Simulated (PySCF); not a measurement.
# N⁺: excitation energy

N⁺ [He] 2s2 2p2 (3P) → N⁺ [He] 2s1 2p3, s spin flipped, as a difference of total energies. Computed with PySCF 2.14 in ANO-RCC-VTZP, with scalar relativity by spin-free X2C-1e. Correlated levels: valence: 1s2 frozen. The calculations carry no spin-orbit coupling.

| method | excitation energy (cm⁻¹) |
| --- | --- |
| UHF | 131270 |
| MP2 (valence) | 114340 |
| SCS-MP2 (valence) | 112970 |

The upper determinant mixes two multiplicities, so it lies between the two terms.

The coupled-cluster amplitudes are large for the upper state (T1 above 0.03 or a double amplitude above 0.15), so a single reference is strained.
